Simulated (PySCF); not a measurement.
# Computed records: CH$_{4}$BClSi, C$_{2}$H$_{6}$AlB, C$_{2}$H$_{4}$AlB, C$_{2}$H$_{8}$BN and others

All values are calculated (PySCF 2.14.0). Calculation on a computer-drawn molecule: the log of a Hartree-Fock and frozen-core CCSD(T) single point meant for a local Hartree-Fock minimum, with one planted fault or none, to be diagnosed. Offsets are logged minus clean, where the clean run is the same molecule without the fault. The reference is restricted for singlets and unrestricted otherwise, and also for a bond in bohr or an excited solution. Adding or removing an electron swaps singlet and doublet. The excited solution moves the top pair (singlet) or top alpha electron (doublet) to the lowest empty orbital. Highest occupied and lowest empty are orbital energies over both spins, largest force is the largest gradient component, triples share is (T) over the correlation energy, the T1 limit is 0.02 restricted and 0.045 unrestricted, electrons count all cores, a negative frequency is imaginary (commonest isotopes), and the dipole is about the centre of nuclear charge.

Common to all runs: meant charge 0; meant multiplicity 1; logged SCF converged yes; logged CC converged yes; logged SCF stable within its kind yes; possible faults no fault, one electron removed, one electron added, multiplicity raised by two, geometry at a saddle point, SCF held on an excited solution, minimal basis STO-3G, one bond length entered in bohr, all coordinates scaled.

(1) CH$_{4}$BClSi

Logged structure:
```xyz
8
CH4BClSi
C     -0.3659     2.2399    -0.7767
B      0.6859     1.3423    -0.0284
Si     0.4976    -0.4855     0.8588
Cl     2.3432     2.0137     0.1958
H      0.0700     2.7248    -1.6543
H     -1.2690     1.7028    -1.0752
H     -0.6688     3.0421    -0.0909
H      0.9421    -1.1884    -0.4111
```

- meant basis: cc-pV(D+d)Z
- logged electrons: 46
- logged basis functions: 94
- logged spin squared: 0
- logged highest occupied: -8.7965 eV
- logged lowest empty: 0.43178 eV
- logged largest force: 2.447e-05 hartree/bohr
- logged lowest frequency: 72.827 cm⁻¹
- logged T1 diagnostic: 0.014368
- logged D1 diagnostic: 0.047133
- logged triples share: 0.02958
- logged dipole magnitude: 1.7916 debye
- logged energy HF: -813.30473 hartree
- logged energy CCSD(T): -813.82017 hartree
- planted fault: no fault
- HF energy offset from clean run: 0 kcal/mol
- CCSD(T) energy offset from clean run: 0 kcal/mol

Drawn bonds:
| atom | other atom | order |
| --- | --- | --- |
| 1 | 2 | 1 |
| 2 | 3 | 1 |
| 2 | 4 | 1 |
| 1 | 5 | 1 |
| 1 | 6 | 1 |
| 1 | 7 | 1 |
| 3 | 8 | 1 |

(2) C$_{2}$H$_{6}$AlB

Logged structure:
```xyz
10
C2H6AlB
C     -0.4276     0.8009    -1.6719
B      0.3410    -0.1201    -0.6998
C      0.9097    -0.9736     0.2265
Al    -0.3824    -1.7648     1.3976
H     -1.4918     0.7556    -1.4183
H     -0.3157     0.4785    -2.7090
H     -0.1057     1.8404    -1.5830
H      1.9631    -1.2085     0.3286
H     -1.9145    -1.3906     1.2102
H      0.0391    -2.7758     2.5396
```

* meant basis: cc-pV(D+d)Z
* logged electrons: 37
* logged basis functions: 95
* logged spin squared: 0.8117
* logged highest occupied: 0.96451 eV
* logged lowest empty: 7.3683 eV
* logged largest force: 0.02089 hartree/bohr
* logged T1 diagnostic: 0.021195
* logged D1 diagnostic: 0.072253
* logged triples share: 0.034419
* logged dipole magnitude: 8.1922 debye
* logged energy HF: -345.75372 hartree
* logged energy CCSD(T): -346.25707 hartree
* planted fault: one electron added
* HF energy offset from clean run: 33.5 kcal/mol
* CCSD(T) energy offset from clean run: 21.59 kcal/mol

Drawn bonds:
| atom | other atom | order |
| --- | --- | --- |
| 1 | 2 | 1 |
| 2 | 3 | 2 |
| 3 | 4 | 1 |
| 1 | 5 | 1 |
| 1 | 6 | 1 |
| 1 | 7 | 1 |
| 3 | 8 | 1 |
| 4 | 9 | 1 |
| 4 | 10 | 1 |

Notes: highest electron not bound in this basis.

(3) C$_{2}$H$_{6}$AlB

Structure as in entry 2.

- meant basis: cc-pV(D+d)Z
- logged electrons: 35
- logged basis functions: 95
- logged spin squared: 0.7553
- logged highest occupied: -15.922 eV
- logged lowest empty: -6.2646 eV
- logged largest force: 0.061605 hartree/bohr
- logged T1 diagnostic: 0.01345
- logged D1 diagnostic: 0.040405
- logged triples share: 0.027669
- logged dipole magnitude: 3.5508 debye
- logged energy HF: -345.53436 hartree
- logged energy CCSD(T): -345.97087 hartree
- planted fault: one electron removed
- HF energy offset from clean run: 171.1 kcal/mol
- CCSD(T) energy offset from clean run: 201.2 kcal/mol

Drawn bonds:
| atom | other atom | order |
| --- | --- | --- |
| 1 | 2 | 1 |
| 2 | 3 | 2 |
| 3 | 4 | 1 |
| 1 | 5 | 1 |
| 1 | 6 | 1 |
| 1 | 7 | 1 |
| 3 | 8 | 1 |
| 4 | 9 | 1 |
| 4 | 10 | 1 |

(4) C$_{2}$H$_{4}$AlB

Logged structure:
```xyz
8
C2H4AlB
C     -2.0375     1.4383    -1.6369
B     -1.4758     1.5776    -0.2031
C     -1.1068     1.8004     1.1055
Al    -2.2626     2.9319     2.2202
H     -1.3263     1.7960    -2.3844
H     -2.9425     2.0502    -1.7199
H     -2.3098     0.4068    -1.8689
H     -0.2229     1.4061     1.6025
```

- meant basis: cc-pV(D+d)Z
- logged electrons: 33
- logged basis functions: 85
- logged spin squared: 0.7711
- logged highest occupied: -14.084 eV
- logged lowest empty: -5.8111 eV
- logged largest force: 0.039441 hartree/bohr
- logged T1 diagnostic: 0.017496
- logged D1 diagnostic: 0.047925
- logged triples share: 0.037818
- logged dipole magnitude: 4.3229 debye
- logged energy HF: -344.38523 hartree
- logged energy CCSD(T): -344.80719 hartree
- planted fault: withheld

Drawn bonds:
| atom | other atom | order |
| --- | --- | --- |
| 1 | 2 | 1 |
| 2 | 3 | 2 |
| 3 | 4 | 1 |
| 1 | 5 | 1 |
| 1 | 6 | 1 |
| 1 | 7 | 1 |
| 3 | 8 | 1 |

(5) C$_{2}$H$_{8}$BN

Logged structure:
```xyz
12
C2H8BN
C     -1.0827     1.1910     1.7380
B     -0.6612    -0.3128     1.5149
C      0.6704    -0.7425     0.7749
N      0.2712    -0.9782    -0.6332
H     -0.8610     1.4118     2.7938
H     -2.1531     1.3711     1.6106
H     -0.5188     1.9115     1.1395
H     -1.4243    -1.1874     1.8510
H      1.4542     0.0187     0.7748
H      1.1191    -1.6637     1.1509
H     -0.4396    -1.6893    -0.6877
H     -0.1228    -0.1454    -1.0392
```

* meant basis: cc-pVDZ
* logged electrons: 31
* logged basis functions: 96
* logged spin squared: 0.7667
* logged highest occupied: -17.33 eV
* logged lowest empty: -6.0043 eV
* logged largest force: 0.057417 hartree/bohr
* logged T1 diagnostic: 0.028255
* logged D1 diagnostic: 0.1766
* logged triples share: 0.027972
* logged dipole magnitude: 4.0796 debye
* logged energy HF: -159.22887 hartree
* logged energy CCSD(T): -159.81393 hartree
* planted fault: withheld

Drawn bonds:
| atom | other atom | order |
| --- | --- | --- |
| 1 | 2 | 1 |
| 2 | 3 | 1 |
| 3 | 4 | 1 |
| 1 | 5 | 1 |
| 1 | 6 | 1 |
| 1 | 7 | 1 |
| 2 | 8 | 1 |
| 3 | 9 | 1 |
| 3 | 10 | 1 |
| 4 | 11 | 1 |
| 4 | 12 | 1 |

(6) C$_{2}$H$_{9}$BSi

Logged structure:
```xyz
13
C2H9BSi
C     -1.1361     0.4578    -1.9516
B     -0.1876    -0.5767    -1.2297
C      0.7661    -0.1981    -0.0433
Si    -0.0263    -0.5283     1.6449
H     -1.2126     1.4294    -1.4576
H     -0.7314     0.6275    -2.9596
H     -2.1417     0.0524    -2.1019
H     -0.2066    -1.7231    -1.6077
H      1.6845    -0.7958    -0.0482
H      1.0365     0.8639    -0.0433
H     -0.3584    -1.9644     1.8030
H     -1.2731     0.2586     1.8073
H      0.9150    -0.1409     2.7218
```

* meant basis: cc-pV(D+d)Z
* logged electrons: 40
* logged basis functions: 33
* logged spin squared: 0
* logged highest occupied: -10.094 eV
* logged lowest empty: 7.2755 eV
* logged largest force: 0.030276 hartree/bohr
* logged T1 diagnostic: 0.0052593
* logged D1 diagnostic: 0.022012
* logged triples share: 0.0082241
* logged dipole magnitude: 0.38961 debye
* logged energy HF: -390.04517 hartree
* logged energy CCSD(T): -390.29042 hartree
* planted fault: withheld

Drawn bonds:
| atom | other atom | order |
| --- | --- | --- |
| 1 | 2 | 1 |
| 2 | 3 | 1 |
| 3 | 4 | 1 |
| 1 | 5 | 1 |
| 1 | 6 | 1 |
| 1 | 7 | 1 |
| 2 | 8 | 1 |
| 3 | 9 | 1 |
| 3 | 10 | 1 |
| 4 | 11 | 1 |
| 4 | 12 | 1 |
| 4 | 13 | 1 |

Q: Which fault was planted in the run of C$_{2}$H$_{4}$AlB (entry 4)?
A: one electron removed

Q: Give the missing planted fault for C$_{2}$H$_{8}$BN (entry 5).
A: one electron removed

Q: Give the missing planted fault for C$_{2}$H$_{9}$BSi (entry 6).
A: minimal basis STO-3G

Further results for C$_{2}$H$_{4}$AlB (entry 4):

* HF energy offset from clean run: 151.9 kcal/mol
* CCSD(T) energy offset from clean run: 175.6 kcal/mol

Further results for C$_{2}$H$_{8}$BN (entry 5):

- HF energy offset from clean run: 182 kcal/mol
- CCSD(T) energy offset from clean run: 202.9 kcal/mol

Further results for C$_{2}$H$_{9}$BSi (entry 6):

- HF energy offset from clean run: 2862 kcal/mol
- CCSD(T) energy offset from clean run: 3061 kcal/mol
